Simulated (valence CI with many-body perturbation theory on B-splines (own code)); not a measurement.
Missing levels of Yb36+

Method: valence CI with perturbative core correlation (CI+MBPT): six valence electrons over a frozen Dirac-Fock core [Ar] 3d10, radial functions for each j: 9 s, 9 p, 8 d, 6 f, 3 g, 1 h, with the one-electron correlation potential Σ1 (screened to all orders), the two-electron term Σ2, the three-electron term Σ3, Breit, model QED; selected single and double excitations, second order for the rest, scaled by the run's own slope (own B-spline code, finite nucleus).

The last digits are not significant, and no measured levels were compared; by estimate large intervals hold to a few tenths of a per cent, small ones and those within an open d or f shell to about a per cent. Among the levels kept, up to 640 cm⁻¹ of a level comes from second order outside the variational space, and about a tenth of that is noise between levels of different J, which matters for small intervals.

```
                             Level  E (cm⁻¹)
        (4s^2 4p1/2^2 4p3/2^2) J=2         0
        (4s^2 4p1/2^2 4p3/2^2) J=0     64851
          (4s^2 4p1/2 4p3/2^3) J=1    545650
          (4s^2 4p1/2 4p3/2^3) J=2    579290
    (4s^2 4p1/2^2 4p3/2 4d3/2) J=2         ?
    (4s^2 4p1/2^2 4p3/2 4d3/2) J=1   1134500
    (4s^2 4p1/2^2 4p3/2 4d3/2) J=0   1142700
    (4s^2 4p1/2^2 4p3/2 4d3/2) J=3   1148300
                (4s^2 4p3/2^4) J=0   1151600
(4s^2 4p1/2^2 4p3/2 4d5/2) J=2 [a]         ?
    (4s^2 4p1/2^2 4p3/2 4d5/2) J=4         ?
(4s^2 4p1/2^2 4p3/2 4d5/2) J=1 [a]         ?
    (4s^2 4p1/2^2 4p3/2 4d5/2) J=3   1348900
(4s^2 4p1/2^2 4p3/2 4d5/2) J=2 [b]   1349200
(4s^2 4p1/2^2 4p3/2 4d5/2) J=1 [b]   1419200
    (4s^2 4p1/2 4p3/2^2 4d3/2) J=0         ?
(4s^2 4p1/2 4p3/2^2 4d3/2) J=1 [a]   1634200
(4s^2 4p1/2 4p3/2^2 4d3/2) J=2 [a]   1636900
(4s^2 4p1/2 4p3/2^2 4d3/2) J=3 [a]   1663200
    (4s^2 4p1/2 4p3/2^2 4d3/2) J=4         ?
```

Levels are named by their leading jj configuration (3d3/2^4 stands for four electrons in 3d with j = 3/2), which in mixed levels can hold well under half, so a name can repeat and another be missing. Letters in brackets count levels of one name in rising energy.

Q: The levels stand in rising order. What does the calculation give for the missing energies?

A: (4s^2 4p1/2^2 4p3/2 4d3/2) J=2 1119700; (4s^2 4p1/2^2 4p3/2 4d5/2) J=2 [a] 1210900; (4s^2 4p1/2^2 4p3/2 4d5/2) J=4 1252600; (4s^2 4p1/2^2 4p3/2 4d5/2) J=1 [a] 1343900; (4s^2 4p1/2 4p3/2^2 4d3/2) J=0 1632400; (4s^2 4p1/2 4p3/2^2 4d3/2) J=4 1696600.
